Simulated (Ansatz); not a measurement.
Cost and result up the ladder for Ag3Br2 (5 atoms). Charge 0, multiplicity 2. Geometry: PBE0-D4/def2-SVP.

Cartesian coordinates in Å:
```
Ag 0.108 -1.038 0.511
Ag 0.549 0.851 -1.733
Ag -0.826 1.776 0.437
Br 1.342 -1.647 -1.604
Br -1.173 0.058 2.389
```

Ansatz on 4 threads of Arm Neoverse N1 on a shared host. Times are rough, and most runs start from the orbitals of an earlier one. PBE0-D4/def2-TZVP serves as the yardstick here, not as an exact answer. Differences are given only for rows in sets of like size (and for xTB, whose basis is part of the method), since another set adds its own error. Binding counts from free atoms at the same level (Ag doublet, Br doublet; other spins of the atoms weren't run), without zero-point energy or a counterpoise term.

In the def2 sets Ag takes a core potential; there is no spin–orbit coupling. LC-ωPBE has ω = 0.4 bohr⁻¹. B3LYP takes the VWN-RPA correlation. Correlated methods freeze 18 core orbitals; core or outer-core shells of Ag, Br are correlated, in sets that lack core-valence functions. No other spin state of charge 0 was run. The structure comes from a short search, and lower isomers may exist.

Run but left out: HF/STO-3G (⟨S²⟩ 2.53, where a pure state has 0.75).

Correlated methods converge slowly with the basis.

```tsv
level	functions	wall time	binding energy per atom (eV)	difference from PBE0-D4/def2-TZVP (eV)
PBE-D4/def2-SVP	157	7.5 s	1.88	–
PBE-D4/def2-TZVP (with forces)	216	13 s	1.86	0.06
PBE0-D4/def2-SVP	157	16 s	1.81	–
LC-ωPBE/def2-TZVP	216	17 s	1.78	-0.02
MP2/def2-TZVP	216	21 s	1.86	0.06
B3LYP-D4/def2-TZVP	216	22 s	1.71	-0.09
PBE0-D4/def2-TZVP	216	23 s	1.80	0.00
r2SCAN-D4/def2-TZVP	216	28 s	1.91	0.11
RPA@PBE/def2-TZVP	216	31 s	1.57	-0.23
r2SCANh-D4/def2-TZVP	216	38 s	1.88	0.08
```
